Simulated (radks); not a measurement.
Values are calculated unless marked as measured or tabulated.
Q: The table gives one normalised radial function P(r) = r R(r) (large component) of I19+ in [Ar] 3d10 4s2 4p4 (r in bohr). Level of theory: Dirac Kohn-Sham, relativistic LDA (MacDonald-Vosko exchange, VWN5 correlation), spin-unpolarised, spherical densities, finite nucleus; open shells fill j = l - 1/2 first; Fermi nuclear charge, rms radius 4.75 fm (a radial shooting solver on a logarithmic mesh with Libxc functionals).

r,P
0.001983,0.0000
0.002541,0.0001
0.003256,0.0002
0.004173,0.0003
0.005305,0.0007
0.006798,0.0014
0.008711,0.0028
0.01116,0.0057
0.01419,0.0111
0.01819,0.0216
0.0233,0.0415
0.02986,0.0780
0.03796,0.1396
0.04865,0.2461
0.06234,0.4151
0.07989,0.6635
0.1016,0.9809
0.1301,1.3571
0.1668,1.7033
0.2137,1.9011
0.2739,1.8440
0.3482,1.5260
0.4461,1.0272
0.5717,0.5379
0.7326,0.2054
0.9314,0.0552
1.193,0.0086
1.529,0.0007
1.96,0.0000

Which n and l does it have? It may be an empty orbital.

A: n = 3, l = 2: the number of nodes gives n - l - 1 = 0, the rise at small r points to l (this Dirac orbital starts outside the nucleus as r^gamma with gamma = sqrt((l + 1)^2 - (Z/c)^2) = 2.97; the j = 5/2 orbital of l + 1 starts with the same power, but with a smaller coefficient, and then steepens), and the extent must fit the shell. The curve is that of 3d5/2; the two j differ most near the nucleus, where j = l - 1/2 has the larger amplitude, and in heavy atoms j = l - 1/2 is also the more compact. 3d5/2: eigenvalue -1099.0 eV, 0 radial nodes, <r> = 0.285 bohr, 90 % of the charge inside 0.446 bohr.
